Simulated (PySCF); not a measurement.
PySCF input file for Sn(H)2(OMe)(NH2) (CH7NOSn), SMILES [SnH2]([O]C)[NH2], B3LYP-D3(BJ)/def2-SVP. Geometry optimised at B3LYP-D3(BJ)/def2-SVP. The structure was generated by enumeration; whether it is a known compound was not checked. The def2 effective core potentials stand for the cores of Sn; spin–orbit coupling is left out. Other conformers were not sampled.

```python
import numpy as np
from pyscf import gto, scf, dft, df
from pyscf.hessian import thermo

mol = gto.M(
    atom='''
    Sn    0.23021929    0.02996097    0.48446782
    N     1.86283247    0.26252896   -0.72862322
    O    -1.36229370   -0.67173684   -0.52001646
    C    -1.93196931    0.06581103   -1.56696112
    H     0.54214884   -1.21315102    1.61227386
    H    -0.15481008    1.58624192    1.10680731
    H     1.78624519    1.03815354   -1.38659453
    H     2.10022664   -0.57443958   -1.26155801
    H    -2.77966689   -0.50393385   -1.98836655
    H    -2.33082762    1.05092712   -1.24281150
    H    -1.22394255    0.25947950   -2.40088079
    ''',
    basis='def2-SVP',
    ecp={'Sn': 'def2-svp'},
    charge=0,
    spin=0,
    max_memory=1600,
    verbose=3,
)
mf = dft.RKS(mol, xc='b3lyp').density_fit(auxbasis='def2-universal-jkfit')
mf.disp = 'd3bj'
mf.grids.level = 3
mf.conv_tol = 1e-11
mf.max_cycle = 100
mf.kernel()

# [left out here: the lines that compute and print the analytic Hessian (its translational invariance restored by hand, since the grid's response is missing), thermochemistry and intensities]
```

Log of the run:

```
[...]
Mode                                 6                   7                   8
Irrep
Freq [cm^-1]                      501.1756            529.8267            554.5048
Reduced mass [au]                   1.8760              2.9222              1.3938
Force const [Dyne/A]                0.2776              0.4833              0.2525
Char temp [K]                     721.0801            762.3027            797.8089
Normal mode                   x     y     z       x     y     z       x     y     z
       0  Sn                 0.01  0.00 -0.01    0.03  0.01  0.02   -0.01 -0.01 -0.01
       1   N                -0.18 -0.03  0.02   -0.03 -0.02  0.00   -0.02 -0.02  0.01
       2   O                 0.03  0.01 -0.00   -0.14 -0.09 -0.06    0.07  0.10  0.03
       3   C                 0.01 -0.00  0.01   -0.05  0.03 -0.07    0.01 -0.01  0.01
       4   H                -0.06 -0.06 -0.06    0.33  0.07  0.00    0.50  0.18  0.06
       5   H                 0.16  0.06 -0.06   -0.31 -0.05 -0.06   -0.57 -0.11 -0.11
       6   H                 0.37  0.14  0.19    0.17  0.04  0.05    0.15  0.02  0.04
       7   H                 0.46  0.05  0.22    0.01 -0.02  0.03   -0.08 -0.03  0.00
       8   H                -0.00 -0.01  0.03   -0.07  0.11 -0.16    0.04 -0.10  0.08
       9   H                 0.00 -0.01  0.01   -0.01  0.04 -0.03   -0.05 -0.02 -0.04
      10   H                -0.01 -0.00 -0.00    0.00  0.03 -0.02   -0.03 -0.01 -0.02
Mode                                 9                  10                  11
Irrep
Freq [cm^-1]                      603.6930            654.4401            668.2964
Reduced mass [au]                   1.8155              1.0904              1.0990
Force const [Dyne/A]                0.3898              0.2752              0.2892
Char temp [K]                     868.5798            941.5936            961.5297
Normal mode                   x     y     z       x     y     z       x     y     z
       0  Sn                -0.02 -0.00  0.02    0.00  0.00  0.01    0.00  0.00 -0.00
       1   N                 0.10  0.01 -0.12    0.03  0.00 -0.06   -0.03 -0.00  0.07
       2   O                 0.01 -0.00 -0.01   -0.00  0.01  0.01    0.01  0.00 -0.00
       3   C                -0.01  0.01 -0.01    0.01 -0.01  0.01   -0.00 -0.00 -0.00
       4   H                 0.36  0.02 -0.06   -0.42 -0.42 -0.36    0.43 -0.23 -0.39
       5   H                 0.30  0.12 -0.11   -0.48  0.04 -0.41    0.31  0.26 -0.48
       6   H                 0.35  0.08 -0.06    0.11  0.02 -0.04   -0.25 -0.06  0.03
       7   H                 0.37  0.05 -0.06    0.09 -0.00 -0.02   -0.23 -0.01 -0.01
       8   H                -0.01 -0.01  0.01    0.01 -0.00 -0.01    0.00 -0.00  0.00
       9   H                -0.01  0.00 -0.00    0.00 -0.00  0.00   -0.00 -0.00 -0.00
      10   H                -0.01  0.00 -0.01    0.01  0.00  0.02   -0.00  0.00 -0.00
Mode                                12                  13                  14
Irrep
Freq [cm^-1]                      843.0839           1120.0383           1172.9586
Reduced mass [au]                   1.1244              7.3774              1.2882
Force const [Dyne/A]                0.4709              5.4528              1.0442
Char temp [K]                    1213.0100           1611.4858           1687.6263
Normal mode                   x     y     z       x     y     z       x     y     z
       0  Sn                 0.00 -0.01  0.00    0.00  0.00  0.00    0.00 -0.00 -0.00
       1   N                -0.02  0.08 -0.00    0.00  0.00 -0.00   -0.00  0.00  0.00
       2   O                 0.00  0.00  0.00   -0.08  0.08 -0.13    0.04 -0.02 -0.03
       3   C                -0.00  0.00 -0.00    0.06 -0.12  0.14   -0.08  0.05  0.08
       4   H                -0.11  0.06  0.09    0.04  0.04  0.02   -0.00  0.00  0.00
       5   H                 0.14  0.09 -0.12    0.03 -0.00  0.01   -0.00 -0.00 -0.00
       6   H                 0.57 -0.08 -0.26    0.01 -0.00 -0.01    0.00 -0.00 -0.00
       7   H                -0.52 -0.25  0.28   -0.01 -0.00  0.00   -0.00 -0.00  0.00
       8   H                -0.00 -0.00  0.00    0.02  0.03 -0.01    0.16 -0.11 -0.19
       9   H                 0.00  0.00 -0.00    0.11 -0.07  0.12   -0.08  0.26 -0.51
      10   H                -0.00  0.00 -0.00    0.08 -0.05  0.15    0.30 -0.40  0.31
Mode                                15                  16                  17
Irrep
Freq [cm^-1]                     1191.3402           1469.1118           1469.8318
Reduced mass [au]                   1.3629              1.0860              1.0449
Force const [Dyne/A]                1.1397              1.3810              1.3301
Char temp [K]                    1714.0733           2113.7248           2114.7607
Normal mode                   x     y     z       x     y     z       x     y     z
       0  Sn                 0.00  0.00  0.00    0.00  0.00  0.00    0.00  0.00  0.00
       1   N                -0.00  0.00 -0.00   -0.00 -0.00  0.00   -0.00 -0.00 -0.00
       2   O                -0.06 -0.03 -0.03   -0.01 -0.00 -0.02   -0.01  0.00  0.00
       3   C                 0.09  0.08  0.04   -0.04 -0.00 -0.06   -0.05  0.02  0.02
       4   H                -0.01 -0.01 -0.00   -0.01 -0.01 -0.00    0.00 -0.00 -0.00
       5   H                 0.00 -0.00 -0.00   -0.01  0.01  0.00    0.00  0.00  0.00
       6   H                 0.00  0.00  0.00   -0.01  0.00  0.00    0.00 -0.00 -0.00
       7   H                -0.00 -0.00  0.00   -0.00 -0.00  0.00    0.00  0.00 -0.00
       8   H                 0.21 -0.41  0.47   -0.07 -0.36  0.54    0.43 -0.44 -0.30
       9   H                -0.32 -0.00 -0.20    0.29  0.10  0.06    0.56  0.18  0.19
      10   H                -0.22 -0.09 -0.27    0.39  0.29  0.39   -0.26  0.02 -0.20
Mode                                18                  19                  20
Irrep
Freq [cm^-1]                     1479.3662           1537.7296           1899.8484
Reduced mass [au]                   1.0905              1.0937              1.0146
Force const [Dyne/A]                1.4062              1.5238              2.1577
Char temp [K]                    2128.4786           2212.4505           2733.4589
Normal mode                   x     y     z       x     y     z       x     y     z
       0  Sn                -0.00 -0.00 -0.00    0.00  0.00  0.00   -0.00  0.01  0.00
       1   N                -0.00  0.00  0.00   -0.03 -0.00  0.07    0.00  0.00 -0.00
       2   O                 0.00 -0.01  0.01    0.00 -0.00 -0.00    0.00  0.00  0.00
       3   C                 0.01 -0.06  0.05   -0.00  0.00 -0.00   -0.00  0.00 -0.00
       4   H                 0.00  0.01  0.00   -0.02  0.01 -0.01   -0.03  0.12 -0.08
       5   H                 0.01 -0.01 -0.00   -0.01 -0.02 -0.01    0.22 -0.89 -0.35
       6   H                 0.01 -0.01 -0.01    0.25 -0.40 -0.48   -0.00  0.01  0.01
       7   H                 0.00  0.01 -0.01    0.10  0.39 -0.54   -0.01 -0.01  0.01
       8   H                -0.07  0.12 -0.01    0.00 -0.01  0.01    0.00 -0.01  0.01
       9   H                 0.13  0.24 -0.61   -0.00 -0.01  0.02    0.00  0.00  0.01
      10   H                -0.24  0.61 -0.05    0.01 -0.01  0.00    0.01 -0.00  0.00
Mode                                21                  22                  23
Irrep
Freq [cm^-1]                     1953.8456           2934.8829           2983.6919
Reduced mass [au]                   1.0168              1.0368              1.1046
Force const [Dyne/A]                2.2870              5.2618              5.7938
Char temp [K]                    2811.1487           4222.6431           4292.8683
Normal mode                   x     y     z       x     y     z       x     y     z
       0  Sn                 0.00 -0.01  0.00   -0.00 -0.00 -0.00    0.00 -0.00 -0.00
       1   N                 0.00 -0.00 -0.00    0.00  0.00 -0.00   -0.00 -0.00  0.00
       2   O                 0.00 -0.00  0.00    0.00 -0.00  0.00   -0.00  0.00  0.00
       3   C                 0.00  0.00 -0.00   -0.00 -0.04  0.03    0.06 -0.04 -0.06
       4   H                -0.18  0.72 -0.65    0.00  0.00  0.00   -0.00  0.00  0.00
       5   H                -0.03  0.13  0.07    0.00  0.00  0.00    0.00  0.00  0.00
       6   H                -0.01  0.00  0.01    0.00  0.00 -0.00   -0.00  0.00 -0.00
       7   H                 0.00 -0.01  0.01   -0.00 -0.00 -0.00   -0.00 -0.00 -0.00
       8   H                 0.00 -0.00  0.00   -0.21 -0.15 -0.10    0.02 -0.01 -0.02
       9   H                -0.00 -0.00 -0.00   -0.24  0.58  0.21   -0.22  0.60  0.21
      10   H                -0.00 -0.00 -0.00    0.44  0.10 -0.49   -0.44 -0.12  0.49
Mode                                24                  25                  26
Irrep
Freq [cm^-1]                     3052.5533           3508.1923           3603.0658
Reduced mass [au]                   1.0977              1.0498              1.0942
Force const [Dyne/A]                6.0266              7.6126              8.3697
Char temp [K]                    4391.9445           5047.5076           5184.0094
Normal mode                   x     y     z       x     y     z       x     y     z
       0  Sn                 0.00 -0.00  0.00   -0.00 -0.00  0.00   -0.00  0.00 -0.00
       1   N                -0.00  0.00 -0.00    0.01 -0.00 -0.05   -0.01  0.08 -0.01
       2   O                -0.00  0.00 -0.00   -0.00 -0.00  0.00   -0.00  0.00 -0.00
       3   C                -0.06 -0.06 -0.02    0.00 -0.00  0.00    0.00 -0.00 -0.00
       4   H                -0.00  0.00 -0.00    0.00 -0.00  0.00   -0.00 -0.00  0.00
       5   H                -0.00  0.00 -0.00    0.00  0.00  0.00    0.00 -0.00 -0.00
       6   H                 0.00 -0.00  0.00    0.05 -0.54  0.41    0.05 -0.52  0.44
       7   H                -0.00  0.00  0.00   -0.17  0.59  0.34    0.16 -0.54 -0.35
       8   H                 0.70  0.49  0.34   -0.00 -0.00 -0.00    0.00  0.00  0.00
       9   H                -0.08  0.15  0.06   -0.00  0.00  0.00   -0.00  0.00  0.00
      10   H                 0.11  0.01 -0.14   -0.00  0.00  0.00   -0.00 -0.00  0.00
temperature 298.1500 [K]
pressure 101325.00 [Pa]
Rotational constants [GHz] 6.81075 2.63638 2.09172
Symmetry number 1
Zero-point energy (ZPE) 0.07941 [Eh]   208489.537 [J/mol]
                           tot       elec      trans        rot        vib
Entropy [J/mol/K]       363.806      0.000    172.634    111.089     80.083
Cv [J/mol/K]            104.317      0.000     12.472     12.472     79.374
Cp [J/mol/K]            112.632      0.000     20.786     12.472     79.374
Internal energy [J/mol]                      3718.434   3718.434 221033.190
Internal energy [Eh]   -386.43652  -386.52354
Enthalpy [J/mol]                             6197.391   3718.434 221033.190
Enthalpy [Eh]          -386.43558
Gibbs free energy [J/mol]                  -45273.494 -29402.603 197156.437
Gibbs free energy [Eh] -386.47689
mode   freq/cm-1   IR/(km/mol)
   1       50.02         0.743
   2      109.63         1.344
   3      158.32         8.349
   4      187.75        36.198
   5      220.37        14.632
   6      399.16        50.705
   7      501.18       133.780
   8      529.83        88.204
   9      554.50         7.269
  10      603.69        59.413
  11      654.44       144.296
  12      668.30        88.098
  13      843.08        29.036
  14     1120.04       206.611
  15     1172.96         0.667
  16     1191.34         4.137
  17     1469.11         8.735
  18     1469.83         1.941
  19     1479.37        31.461
  20     1537.73         8.777
  21     1899.85       131.711
  22     1953.85       132.589
  23     2934.88       109.551
  24     2983.69        75.590
  25     3052.55        50.464
  26     3508.19         8.156
  27     3603.07        11.407
max |gradient| / (hartree/bohr): 4.5741410325126546e-05
APT charges: [ 1.6418 -0.71   -0.9612  0.5871 -0.2788 -0.3075  0.1319  0.1379 -0.0704
 -0.0871 -0.0837]
```

The calculation finished and met its thresholds.
